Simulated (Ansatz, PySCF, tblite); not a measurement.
Dissociation curve of SiC, triplet.

Computed with: UHF/6-31G* = PySCF with unrestricted Hartree-Fock/6-31G*, spherical d; UKS-M06-2X = unrestricted M06-2X/cc-pVTZ (PySCF 2.14.0); UCCSD = CCSD on UHF/cc-pVTZ, 6 core orbitals frozen (PySCF); GFN2-xTB, 300 K electronic temperature (tblite); UKS-PBE = unrestricted PBE/cc-pVTZ run with Ansatz (a first-principles code).

Energies are in eV, each relative to the lowest point of its own curve near equilibrium.

| R / Å | UHF/6-31G* | UKS-M06-2X | UCCSD | GFN2-xTB | UKS-PBE |
|---|---|---|---|---|---|
| 1.27 | 7.096 | 6.784 | 7.040 | 16.180 | 7.059 |
| 1.36 | 3.868 | 3.607 | 3.804 | 7.952 | 3.849 |
| 1.45 | 1.907 | 1.679 | 1.818 | 3.475 | 1.868 |
| 1.55 | 0.706 | 0.528 | 0.608 | 1.056 | 0.647 |
| 1.60 | 0.363 | 0.227 | 0.281 | 0.464 | 0.309 |
| 1.66 | 0.110 | 0.042 | 0.065 | 0.100 | 0.079 |
| 1.71 | 0.000 | 0.000 | 0.000 | 0.000 | 0.000 |
| 1.77 | 0.654 | 0.051 | 0.025 | 0.045 | 0.009 |
| 1.82 | 0.699 | 0.155 | 0.109 | 0.159 | 0.082 |
| 1.89 | 0.816 | 0.365 | 0.295 | 0.323 | 0.256 |
| 1.98 | 1.032 | 0.697 | 0.606 | 0.567 | 0.540 |
| 2.12 | 1.450 | 1.256 | 1.153 | 1.046 | 0.931 |
| 2.30 | — | 1.947 | 1.848 | 1.720 | 1.532 |
| 2.56 | — | 2.813 | 2.708 | 2.647 | 2.427 |
| 2.85 | — | 3.551 | 3.396 | 3.530 | 3.308 |
| 3.04 | — | 3.905 | 3.680 | 3.991 | 3.663 |
| 3.43 | — | 4.336 | 3.968 | 4.634 | 4.179 |
| 3.74 | — | 4.502 | 4.057 | 4.871 | 4.457 |
| 4.16 | — | 4.622 | 4.109 | — | 4.710 |
| 4.58 | — | 4.669 | 4.130 | — | 4.833 |
| 5.09 | — | 4.704 | 4.141 | — | 4.902 |
| 6.00 | — | 4.731 | 4.148 | — | 4.954 |
| 6.91 | — | 4.734 | 4.150 | — | 4.970 |

At the longest distance, 6.91 Å, UKS-PBE lies highest above its minimum (4.970 eV) and UCCSD lowest (4.150 eV).

A dash means that the run gave no value there, or that the column was ended at a point which the program doubted or which failed a test of continuity chosen for this set; such a test can also cut sound points.

The unrestricted solution behind UHF/6-31G* changes between 2.12 and 2.30 Å, which can leave a kink. The unrestricted determinant behind UHF/6-31G* is spin-contaminated at 1.45 to 6.91 Å (<S²> up to 3.0, against 2.00 for a pure triplet). The unrestricted determinant behind UKS-M06-2X is spin-contaminated at 1.89 to 6.91 Å (<S²> up to 3.0, against 2.00 for a pure triplet). The unrestricted determinant behind UCCSD is spin-contaminated at 1.45 to 6.91 Å (<S²> up to 3.1, against 2.00 for a pure triplet). The unrestricted determinant behind UKS-PBE is spin-contaminated at 3.04 to 6.91 Å (<S²> up to 3.0, against 2.00 for a pure triplet).
